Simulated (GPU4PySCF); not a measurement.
## Computed properties of Sb(iPr)3 (C9H21Sb), SMILES C[CH]([Sb]([CH](C)C)[CH](C)C)C

Sb(iPr)3 (C9H21Sb), SMILES C[CH](C)[Sb]([CH](C)C)[CH](C)C. Geometry optimised at B3LYP-D3(BJ)/def2-TZVP. The isomer is the one that the SMILES or the coordinates give; other isomers of the formula were not compared. The def2 effective core potentials stand for the cores of Sb; spin–orbit coupling is left out. The values are those of a single conformer. All values are computed for the isolated molecule unless a solvent is named; none is compared with measurement here.

**Structure.** All 87 harmonic modes at B3LYP-D3(BJ)/def2-TZVP (GPU4PySCF) are real, so it is a minimum. With heavy atoms numbered as in [Sb:1]([CH:2]([CH3:3])[CH3:4])([CH:12]([CH3:13])[CH3:14])[CH:22]([CH3:23])[CH3:24], the shortest bond between them is C22–C24 at 1.524 Å and the longest Sb1–C2 at 2.219 Å.

**Vibrations.** The strongest infrared lines (harmonic, unscaled, degenerate partners summed) lie at 3005 cm⁻¹ (119 km/mol, H 96 %), 3003 cm⁻¹ (67 km/mol, H 96 %), 3006 cm⁻¹ (61 km/mol, H 96 %). The softest mode is at 45 cm⁻¹ and the zero-point energy is 175.6 kcal/mol.

**Electronic structure.** r2SCAN/def2-TZVPD (GPU4PySCF) places the frontier levels at -5.23 and -0.35 eV, a gap of 4.88 eV, and gives a dipole moment of 0.90 D and a mean polarisability of 162.8 bohr³. PBE/def2-TZVPD (GPU4PySCF) at the same geometry gives -5.04 and -0.65 eV, so its gap is 0.49 eV narrower. An orbital gap is neither the optical nor the fundamental gap.

**Excitations.** TDDFT-B3LYP/def2-SVPD (GPU4PySCF) has S1 at 5.11 eV (243 nm, f = 0.090, bright); the most intense of the 12 singlets computed lies at 5.17 eV (f = 0.09). T1 (TDA) is at 4.29 eV. TDDFT-PBE/def2-SVPD (GPU4PySCF) puts S1 at 4.81 eV. No vertical singlet excitation falls in the visible range (under 3.1 eV).
